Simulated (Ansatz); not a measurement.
C₂H₂O, SMILES C1=CO1. Atoms are numbered in the order given.

```xyz
5

C      0.0000    -0.6299    -0.4422
C      0.0000     0.6299    -0.4422
O      0.0000     0.0000     0.8976
H      0.0000    -1.6489    -0.7731
H      0.0000     1.6489    -0.7731
```
Charge 0, spin multiplicity 1.

The structure is a stationary point at PBE0-D3(BJ)/def2-TZVP.

Two levels are set side by side: PBE-D3(BJ)/def2-TZVP (Ansatz, an electronic-structure program) and PBE0-D3(BJ)/def2-TZVP (Ansatz). Each level has its own optimised geometry; the coordinates shown are those of the second. Differences are taken from unrounded values.

| quantity | PBE0-D3(BJ) |
|---|---|
| mean bond length (Å) | 1.273 |
| bond C1–C2 (Å) | 1.260 |
| bond C1–O3 (Å) | 1.480 |
| bond C2–O3 (Å) | 1.480 |
| bond C1–H4 (Å) | 1.071 |
| bond C2–H5 (Å) | 1.071 |

What does PBE-D3(BJ) give, and how far is it from PBE0-D3(BJ)? (Estimate from the structure and the level; the computed values follow.)


| quantity | PBE-D3(BJ) | PBE-D3(BJ) minus PBE0-D3(BJ) |
|---|---|---|
| mean bond length (Å) | 1.288 | 0.015 |
| bond C1–C2 (Å) | 1.272 | 0.012 |
| bond C1–O3 (Å) | 1.506 | 0.025 |
| bond C2–O3 (Å) | 1.506 | 0.025 |
| bond C1–H4 (Å) | 1.079 | 0.007 |
| bond C2–H5 (Å) | 1.079 | 0.007 |

GGA bonds tend to be longer and softer than those of functionals with exact exchange. Differences between two approximate levels are no errors against the true value.
